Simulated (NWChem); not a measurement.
# C3H7FOSi; SMILES CO[Si@H](C=C)F

```xyz
13

C      0.5821    -2.6637     0.2656
C      0.4914    -1.6167    -0.5649
Si    -0.3156    -0.0444    -0.0196
F     -1.7078     0.1886    -0.8133
O      0.7077     1.2047    -0.3436
C      0.4972     2.5383     0.1050
H      0.1915    -2.6268     1.2819
H      1.0499    -3.6037    -0.0229
H      0.9007    -1.7070    -1.5716
H     -0.6558    -0.0952     1.4269
H      0.1555     2.5654     1.1491
H      1.4483     3.0740     0.0356
H     -0.2427     3.0497    -0.5224
```
Atoms are numbered in this order, from 1.

Program: NWChem. Geometry: optimised at B3LYP/6-31G* (spherical d). Level: PBE/def2-SVP with SMD (1 M gas to 1 M solution), gas-phase geometry. Reactions with the solvent are ignored.

Estimate the computed values for solvent cyclohexanone. Quantities: solvation free energy (kcal/mol); cavity-dispersion-structure term (kcal/mol); dipole in solution (D).


```yaml
solvation free energy (kcal/mol): -2.1
cavity-dispersion-structure term (kcal/mol): 1.4
dipole in solution (D): 1.49
```
